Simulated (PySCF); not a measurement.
H₄AsSi (SMILES [SiH3][AsH]), doublet, geometry from GFN2-xTB. Base run: PySCF with PBE/STO-3G.

PySCF was given this input:
```python
from pyscf import gto, scf, dft

mol = gto.Mole()
mol.atom = '''
    Si   -1.40329534   -0.53462063    0.03897477
    As    0.72861432    0.32423351   -0.02335434
    H    -1.67313328   -1.31833068    1.25215617
    H    -2.36838393    0.56910308    0.00592110
    H    -1.70511391   -1.41474898   -1.09857261
    H     1.34849332   -1.05104054    0.06554169
'''
mol.basis = 'sto-3g'
mol.spin = 1
mol.verbose = 4
mol.build()

mf = dft.UKS(mol)
mf.xc = 'pbe'
mf.kernel()
```

The base run was repeated with changes; each row names its change, and settings that it needs were set with it.

```
change                                                                                        basis functions       E (Eh)  HOMO (eV)  dipole (D)
--------------------------------------------------------------------------------------------  ---------------  -----------  ---------  ----------
base                                                                                                       31  -2498.51789      -2.75        0.82
basis = cc-pVTZ-DK; relativity = none                                                                     133  -2511.75193      -5.83        0.36
basis = x2c-TZVPall; relativity = none                                                                    109  -2515.82677      -5.84        0.36
basis = ANO-RCC-VDZP; relativity = spin-free X2C; nucleus = Gaussian (with mol.nucmod = 'G')               65  -2552.78812      -5.74        0.28
basis = cc-pVTZ-DK; relativity = spin-free X2C; nucleus = Gaussian (with mol.nucmod = 'G')                133  -2552.79205      -5.77        0.24
basis = ANO-RCC-VDZP; relativity = spin-free X2C                                                           65  -2552.80391      -5.74        0.28
basis = ANO-RCC-VDZP; relativity = none                                                                    65  -2511.46054      -5.83        0.43
basis = cc-pVTZ-DK; relativity = spin-free X2C                                                            133  -2552.80753      -5.77        0.24
basis = x2c-TZVPall; relativity = spin-free X2C                                                           109  -2552.79496      -5.78        0.24
basis = x2c-TZVPall; relativity = spin-free X2C; nucleus = Gaussian (with mol.nucmod = 'G')               109  -2552.78169      -5.78        0.24
```

Totals shift with the method and basis; they matter in differences.

Open shells are given as the SCF converged; they aren't shown to be the lowest states, and a large step between rows can be another state.

Basis sets contracted for a relativistic Hamiltonian are a mismatch without it, so the rows without relativity aren't non-relativistic limits. No row has spin-orbit coupling; sets with core potentials leave out the core electrons.
